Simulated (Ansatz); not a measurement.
One change: `C[Si](C)(F)I` becomes `C[Si](F)(F)I`.

Ansatz, PBE0-D4/def2-TZVP geometries, multiplicity 1. 

Elements past krypton have def2 core potentials.

| property | `C[Si](C)(F)I` |
| --- | --- |
| LUMO energy (PBE/def2-TZVPP) / eV | -0.73 |
| size of the dipole moment (PBE/def2-TZVPP) / D | 2.39 |
| HOMO energy (PBE0/def2-TZVPP) / eV | -7.58 |
| HOMO–LUMO gap (PBE/def2-TZVPP) / eV | 5.70 |
| HOMO energy (PBE/def2-TZVPP) / eV | -6.43 |
| HOMO–LUMO gap (PBE0/def2-TZVPP) / eV | 7.73 |

**Question.** Give the same properties after the change, and the shifts. (Best estimate.)

**Answer.** The calculation gave: 
```json
{"property": "LUMO energy (PBE/def2-TZVPP) / eV", "`C[Si](F)(F)I`": "-1.03", "shift": "-0.30"}
{"property": "size of the dipole moment (PBE/def2-TZVPP) / D", "`C[Si](F)(F)I`": "2.10", "shift": "-0.29"}
{"property": "HOMO energy (PBE0/def2-TZVPP) / eV", "`C[Si](F)(F)I`": "-8.06", "shift": "-0.48"}
{"property": "HOMO–LUMO gap (PBE/def2-TZVPP) / eV", "`C[Si](F)(F)I`": "5.86", "shift": "0.16"}
{"property": "HOMO energy (PBE/def2-TZVPP) / eV", "`C[Si](F)(F)I`": "-6.89", "shift": "-0.46"}
{"property": "HOMO–LUMO gap (PBE0/def2-TZVPP) / eV", "`C[Si](F)(F)I`": "7.93", "shift": "0.20"}
```

With PBE0 the HOMO falls by 0.48 eV and the LUMO falls by 0.28 eV, so the gap widens by about 0.20 eV. PBE moves the HOMO by -0.46 eV and ωB97M-V by -0.49 eV. Dipoles are sizes alone; their direction can turn.

Spin–orbit coupling is left out; it splits and shifts lone-pair levels of the heavy atoms by tenths of an eV.
